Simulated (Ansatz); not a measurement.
Ansatz (a first-principles code) input file for C3H9NSi, SMILES C(=C)N(C)[SiH3], PBE0/def2-TZVPD. Geometry optimised at B3LYP-D3(BJ)/def2-SVP. One conformer was computed; it need not be the lowest.

Ansatz 0.2 input:
```yaml
crystal:
  periodic: [false, false, false]
  atoms:
    - {symbol: C, position_ang: [1.73040383, -1.23453702, 0.42347520]}
    - {symbol: C, position_ang: [1.31168909, 0.04022085, 0.32851810]}
    - {symbol: N, position_ang: [0.03067753, 0.48804920, 0.01836012]}
    - {symbol: C, position_ang: [-0.24589279, 1.89694083, 0.26826385]}
    - {symbol: Si, position_ang: [-1.22403117, -0.63939225, -0.48217874]}
    - {symbol: H, position_ang: [1.06348147, -2.09211899, 0.30035393]}
    - {symbol: H, position_ang: [2.78089872, -1.44635304, 0.62496376]}
    - {symbol: H, position_ang: [2.03404898, 0.85058185, 0.48900605]}
    - {symbol: H, position_ang: [-1.20958056, 2.18133122, -0.17683454]}
    - {symbol: H, position_ang: [-0.28958731, 2.13446925, 1.34765423]}
    - {symbol: H, position_ang: [0.53223103, 2.53525890, -0.18623551]}
    - {symbol: H, position_ang: [-0.73289662, -1.47433669, -1.61399750]}
    - {symbol: H, position_ang: [-1.64770332, -1.56024418, 0.61585437]}
    - {symbol: H, position_ang: [-2.38639955, 0.19081073, -0.90032616]}
basis:
  gaussian:
    orbitals: def2-TZVPD
hamiltonian:
  xc: {name: PBE0}
```

It prints:

```
WARN ansatz: RAYON_NUM_THREADS=2 ignored (pool sized by the plan → 2); use --threads N
Functional definition: PBE0
integrals: 0.22 GiB planned
1456 factors; their error is unknown
mean field: 2.03 GiB planned
mean field evaluation 1: about -12609.4393 eV, gradient 6.0e1 eV
mean field evaluation 2: about -12603.1917 eV, gradient 7.7e1 eV
mean field evaluation 4: about -12617.7544 eV, gradient 6.5e0 eV
mean field evaluation 8: about -12617.8403 eV, gradient 5.0e-1 eV
mean field evaluation 16: about -12617.8406 eV, gradient 4.3e-5 eV
mean field -12617.84064482 eV, -463.6970910177 hartree, gradient 4.3e-5 eV, S^2 0.000000; 0 other end points of the search recorded, 0 dependent functions left out
reference -12617.84068473 eV, -463.6970924841 hartree; 24, 24 occupied and 248, 248 virtual orbitals, 1456 factors
Total energy: -12617.84068473 eV, -463.6970924841 hartree
```

The run converged.
